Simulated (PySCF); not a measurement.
C4H4O3. Atoms are numbered in the order given.

```xyz
11

C     -1.0575    -1.8537     0.0000
C     -0.5835    -0.6020     0.0000
O     -1.3296     0.5373     0.0000
C     -0.4465     1.6519     0.0000
O      0.8749     1.1547     0.0000
C      0.8556    -0.2170     0.0000
O      1.8405    -0.8980     0.0000
H     -0.3390    -2.6732     0.0000
H     -2.1267    -2.0654     0.0000
H     -0.6148     2.2555     0.9067
H     -0.6148     2.2555    -0.9067
```
Charge 0, spin multiplicity 1.

Coordinates come from a TPSSh-D3(BJ)/def2-SVP optimisation. One conformer was computed; it need not be the lowest.

Level of theory: PBE/def2-TZVP (PySCF).

ESP charges are fitted to the potential on shells at 1.4 to 2.0 van der Waals radii. Atomic charges (e):

| atom | ESP fit | Löwdin |
|---|---|---|
| C1 | -0.70 | -0.17 |
| C2 | 0.31 | -0.31 |
| O3 | -0.30 | 0.28 |
| C4 | 0.18 | ___ |
| O5 | -0.32 | ___ |
| C6 | 0.57 | -0.46 |
| O7 | -0.46 | ___ |
| H8 | 0.24 | ___ |
| H9 | 0.27 | ___ |
| H10 | 0.10 | 0.12 |
| H11 | 0.10 | 0.12 |

Fill in the missing entries. (An estimate is asked for; the answer gives what the named calculation found.)


- C4, Löwdin: -0.33
- O5, Löwdin: 0.29
- O7, Löwdin: 0.17
- H8, Löwdin: 0.15
- H9, Löwdin: 0.13

Give the Mayer and Wiberg (Löwdin basis) orders of the bonds. (Estimate from the structure and the level; the computed values follow.)


```csv
bond,Mayer,Wiberg
C1–C2,1.76,2.00
C2–O3,1.11,1.55
O3–C4,1.01,1.42
C4–O5,1.03,1.45
C2–C6,0.98,1.11
O5–C6,1.14,1.57
C6–O7,2.15,2.71
C1–H8,0.94,0.87
C1–H9,0.95,0.88
C4–H10,0.94,0.90
C4–H11,0.94,0.90
```
